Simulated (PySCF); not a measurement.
HMoO3, SMILES [Mo+](=[O])(=[O])[OH], charge +1, multiplicity 1. Coordinates come from a PBE-D3(BJ)/def2-SVP optimisation. The spin state was assumed, not searched. The isomer is the one that the SMILES or the coordinates give; other isomers of the formula were not compared. The def2 effective core potentials stand for the cores of Mo; spin–orbit coupling is left out. The values are those of a single conformer.

Q: Give the equilibrium geometry at PBE-D3(BJ)/def2-SVP (PySCF confirms it by a frequency run) as Cartesian coordinates in Å, and its point group. (An estimate is asked for; the answer gives what the named calculation found.)

A: This is not unique; one that fits is point group Cs.
```xyz
5

Mo     0.0694    -0.2488     0.0000
O      0.8039     0.4761    -1.3146
O      0.8039     0.4761     1.3146
O     -1.6783     0.2350     0.0000
H     -2.3505     0.9543     0.0000
```
Charge +1, spin multiplicity 1.
